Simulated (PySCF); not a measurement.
Magnetic susceptibility: `InChI=1S/C5H6F2/c6-3-4-1-5(7)2-4/h1,4H,2-3H2/t4-/m0/s1`

Geometry (Å), atoms numbered from 1 in this order:
```xyz
13

F    -2.1473   -1.2000    0.6157
C    -1.5750    0.0193    0.3511
C    -0.3281   -0.1556   -0.5034
C    -0.5185   -0.1245   -2.0079
C     0.2202    0.9689   -2.1287
F     0.6112    1.7188   -3.1606
C     0.5311    1.1320   -0.6738
H    -1.3217    0.4560    1.3236
H    -2.3333    0.6277   -0.1511
H     0.2328   -1.0185   -0.1405
H    -1.0519   -0.7680   -2.6780
H     1.5798    1.0300   -0.4022
H     0.1188    2.0241   -0.2061
```

Theory: GIAO HF/pcSseg-1 magnetisability, rotational g tensor and spin-rotation constants, non-relativistic, gas phase (PySCF). Geometry: GFN2-xTB, dihedral held. The dihedral F1–C2–C3–C4 is held at 90°.

(1) How diamagnetic is it, and how anisotropic?

(2) Split it along the inertial axes a, b, c into diamagnetic and paramagnetic parts about the centre of mass, with the quadrupole moment.

(3) And the rotational g tensor?

## Answers

(1) Isotropic -963 × 10⁻³⁰ J/T², or -58.0 × 10⁻⁶ cm³/mol; principal values -1007, -964, -918 × 10⁻³⁰ J/T², anisotropy 78 × 10⁻³⁰ J/T² (root of half the summed squared differences of the principal values). The susceptibility is in cgs units.

(2) 
| axis | χ (10⁻⁶ cm³/mol) | diamagnetic (10⁻⁶ cm³/mol) | paramagnetic (10⁻⁶ cm³/mol) | summed x² of all electrons (Å²) | quadrupole Θ (D Å) |
| --- | --- | --- | --- | --- | --- |
| a | -59.8 | -234.7 | 174.9 | 191.1 | -14.61 |
| b | -56.6 | -890.4 | 833.8 | 36.5 | +8.65 |
| c | -57.6 | -965.6 | 908.0 | 18.8 | +5.96 |

Anisotropies 2χaa − χbb − χcc = -5.3 and 2χbb − χaa − χcc = +4.1 × 10⁻⁶ cm³/mol. Θ is traceless in Buckingham's convention.

(3) 
| axis | rotational constant (GHz) | g | nuclear part | electronic part |
| --- | --- | --- | --- | --- |
| a | 8.4074 | -0.0334 | 0.6575 | -0.6909 |
| b | 1.3242 | -0.0157 | 0.5030 | -0.5187 |
| c | 1.2264 | -0.0131 | 0.5101 | -0.5232 |

Asymmetric top; isotopes 12C, 19F, 1H; no vibrational averaging.
